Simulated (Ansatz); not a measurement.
`[SiH3][SiH]1[NH][AlH][S]1`, relaxed with RKS PBE-D4/def2-SVP in Ansatz 0.2.0 from a rough embedded geometry. The force threshold is 0.03 eV/Å; the program also tests the step.

The species carries charge 0 and has multiplicity 1.

Start:

```xyz
11

Si   -0.316   -1.884    0.338
Si   -0.543    0.293    0.553
N     1.043    1.042    0.370
Al    0.726    2.013   -1.276
S    -1.428    1.172   -1.174
H    -1.726   -2.509    0.282
H     0.327   -2.182   -0.943
H     0.393   -2.431    1.437
H    -1.239    0.690    1.839
H     1.092    1.818    1.136
H     1.671    1.979   -2.561
```

By how much does the energy fall, and how many steps does the optimiser take? (Estimate.)

Computed: 126.43 kJ/mol, in 11 steps, 1 of them rejected.

Which bonds change most? (Estimate.)

Computed: Si1–Si2 from 2.199 to 2.352 Å; N3–Al4 from 1.938 to 1.805 Å; Al4–S5 from 2.315 to 2.215 Å.

Give the relaxed structure. (Best estimate.)

Computed: 
```xyz
11

Si   -0.396   -1.960    0.451
Si   -0.579    0.384    0.487
N     0.967    1.219    0.294
Al    0.632    1.902   -1.343
S    -1.409    1.045   -1.430
H    -1.750   -2.611    0.346
H     0.428   -2.341   -0.752
H     0.291   -2.491    1.685
H    -1.410    0.878    1.644
H     1.737    1.198    0.966
H     1.490    2.778   -2.348
```
